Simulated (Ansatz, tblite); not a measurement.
Cost and result up the ladder for Ca4 (4 atoms). Charge 0, multiplicity 1. Geometry: r2SCAN/def2-TZVP.

Cartesian coordinates in Å:
```
Ca -0.5686 2.0507 0.8321
Ca -0.5412 -0.0984 -2.2180
Ca -1.1376 -1.6247 1.1347
Ca 2.2475 -0.3275 0.2512
```

Ansatz on 4 threads of Arm Neoverse V2 on a shared host; xTB runs through tblite on one thread. Times are rough, summed over both states, and most runs start from the orbitals of an earlier one. RPA@PBE/def2-TZVP serves as the yardstick here, not as an exact answer. Differences are given only for rows in sets of like size (and for xTB, whose basis is part of the method), since another set adds its own error. The other state is a triplet at its own geometry.

The 6-31G sets use Cartesian d functions. The xTB rows come from tblite. B3LYP takes the VWN-RPA correlation. HSE06 is defined as in plane-wave codes, on full-range PBE exchange. Correlated methods freeze 20 core orbitals; core or outer-core shells of Ca are correlated, in sets that lack core-valence functions. At PBE0/def2-TZVP a singlet of charge 0 lies 0.68 eV below the triplet, each at its own geometry. The structure comes from a short search, and lower isomers may exist.

Run but left out: HF/6-31G (singlet: restricted singlet, unstable in another Hartree–Fock run and untested here); HF/def2-TZVP, HF/def2-TZVPP, PBE-QIDH/def2-TZVP (singlet: restricted singlet, unstable towards broken spin symmetry); MP2/def2-TZVP, MP2/def2-TZVPP, CCSD/def2-TZVPP, CCSD(T)/def2-TZVPP (triplet: ⟨S²⟩ 2.91, where a pure state has 2.00).

Correlated methods converge slowly with the basis.

xTB has no spin-polarisation term.

| level | functions | wall time | triplet − singlet (eV) | difference from RPA@PBE/def2-TZVP (eV) |
| --- | --- | --- | --- | --- |
| GFN1-xTB | 36 | 0.007 s | 3.69 | 2.44 |
| GFN2-xTB | 36 | 0.007 s | 3.66 | 2.41 |
| PBE/def2-TZVP (with forces) | 144 | 6.5 s | 0.62 | -0.62 |
| revPBE/def2-TZVP | 144 | 6.5 s | 0.60 | -0.64 |
| B3LYP/6-31G | 116 | 8.7 s | 0.85 | – |
| HSE06/def2-TZVP | 144 | 9.3 s | 0.70 | -0.54 |
| PBE0/def2-TZVP | 144 | 10 s | 0.68 | -0.56 |
| RPA@PBE/def2-TZVP | 144 | 10 s | 1.24 | 0.00 |
| B97M-V/def2-TZVP | 144 | 30 s | 0.76 | -0.48 |
